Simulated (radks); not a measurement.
These are the eigenvalues of the occupied orbitals of an atom or ion with whole-number occupations (hartree). Method: non-relativistic Kohn-Sham, LDA (Slater exchange, Perdew-Wang correlation), spin-unpolarised, spherical densities, point nucleus; computed with a radial shooting solver on a logarithmic mesh with Libxc functionals.

| orbital | eigenvalue |
|---|---|
| 1s | -483.5985 |
| 2s | -65.05110 |
| 2p | -59.02892 |
| 3s | -11.69589 |
| 3p | -9.58333 |
| 3d | -5.79410 |
| 4s | -3.49307 |

Which element is it, and in what charge state? The configuration may be excited.

Answer. Z = 35, bromine, charge +6: Br6+ in [Ar] 3d10 4s1. The list shows which subshells hold electrons but not how many an open one holds; the 1s level, -483.6 hartree, gives Z - s = 31.1 by -(Z - s)^2/2, which with screening narrows Z to a few neighbours, and the depths of the outer levels then fix element, charge and occupations together.
